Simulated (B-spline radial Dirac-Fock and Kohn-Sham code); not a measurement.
Zr: eigenvalues, ΔSCF and the reference

System: neutral zirconium in the configuration [Kr] 4d3 5s1 (an excited configuration).

The density-functional columns are spherical, spin-unpolarised Dirac-Kohn-Sham results without Breit or QED terms: −ε is minus the orbital energy of the initial state and ΔSCF the difference of two total energies. The reference in the last column comes from Dirac-Fock ΔSCF + Breit + QED. All numbers are from a radial atomic solver, in eV; a selection of levels is shown. The Kohn-Sham columns are given as differences from the reference. For the 1s level of heavy atoms much of the gap between ΔSCF and the reference is the Breit and QED part, -46.4 eV here; for other levels the error of the functional can be larger.

```csv
level,LDA −ε − DF,LDA ΔSCF − DF,Dirac-Fock
K,-214.0,+40.8,18002.7
L1,-80.3,-38.7,2543.2
L2,-57.4,-5.6,2313.6
L3,-58.6,-8.9,2229.1
M1,-37.9,-24.2,439.1
M2,-28.8,-15.0,353.0
M3,-28.6,-15.1,339.2
M4,-13.4,+0.7,187.5
M5,-13.5,+0.5,185.1
N2,-4.7,+0.4,36.50
N3,-4.8,+0.2,34.77
"N4,5",-2.0,+1.6,4.48
O1,-1.2,+1.4,5.20
```

Values without a named source are computed, but for edge energies of neutral atoms, which are taken from tables.
